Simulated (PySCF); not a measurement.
A structure optimised at PBE-D3(BJ)/def2-SVP, used in a PySCF frequency run:

```
Ti
O 1 1.7888
H 2 0.9737 1 128.51
O 1 1.7888 2 109.52 3 13.76
H 4 0.9737 1 128.51 2 133.89
O 1 1.7888 2 109.52 3 133.89
H 6 0.9737 1 128.51 2 13.76
Cl 1 2.2355 2 109.42 3 -106.17
```

**Question.** Write its SMILES, formula and point group.

**Answer.** [OH][Ti]([OH])([OH])[Cl], ClH3O3Ti, C3

**Question.** What are its rotational constants (standard atomic weights)?

**Answer.** 3.3095, 1.9698, 1.9698 GHz
